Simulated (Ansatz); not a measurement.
Reading a saddle point

A first-order saddle point of GaNH₆, closed shell, PBE0-D4/def2-TZVP, with one imaginary mode of 1327i cm⁻¹:

```xyz
8
angstrom
Ga -0.8020 0.3346 -0.4317
N 1.0562 -0.0312 0.1307
H -1.2116 -0.4015 -1.7449
H -1.3884 1.6477 0.1732
H 0.0301 -0.7533 0.8094
H -0.9294 -0.9447 0.9248
H 1.6740 -0.5299 -0.4937
H 1.5711 0.6784 0.6324
```

Program: Ansatz 0.2.0. Basis: def2-TZVPP and def2-QZVPP. Cores are frozen in the correlated methods. Filled d shells of the heavier atoms are correlated. The def2 sets are not built for correlating such inner shells, so the correlated values are less sure here. Extrapolation: Hartree–Fock as exp(−7.88 √X), correlation as X^−2.97.

Problem. Which contacts change along the imaginary mode, and what lies on either side? (Judge from chemistry; the calculation decides.)

Solution. The calculation gives: The step is GaNH₄ ([NH2][GaH2]) + H₂ → GaH₃ + NH₃ (still joined by a long Ga–N bond), with the molecules in contact on both sides. Shortening one way: Ga1–H6, N2–H5; lengthening the same way: Ga1–N2, H5–H6.
```tsv
pair	one side (Å)	saddle (Å)	other side (Å)
Ga1–H6	3.12	1.87	1.58
N2–H5	3.33	1.43	1.01
Ga1–N2	1.81	1.98	2.15
H5–H6	0.75	0.99	3.06
```

Problem. Which side is lower, and how far does the saddle lie above each? (To be estimated.)

Solution. The calculation gives: The side with Ga1–H6, N2–H5 short is lower by 0.585 eV; the saddle lies 1.680 eV above it and 1.095 eV above the other (CCSD(T) at an estimated basis limit (MP2 extrapolated from triple and quadruple zeta, plus CCSD(T) − MP2 in triple zeta); electronic energies).

T1 diagnostic: at most 0.015.

Labels in which every atom is bracketed show which atoms are joined, not bond orders.

For scale, one of the runs: CCSD(T)/def2-TZVPP, 163 basis functions, launched by `ansatz run in.yaml --threads 2 --pin off --events-out ev --progress --plain --max-ram 4352MiB`. Time: 34 s of wall clock on 2 CPU threads of an Intel Xeon Platinum 8375C; the host was shared. Peak host memory: 1.2 GiB.
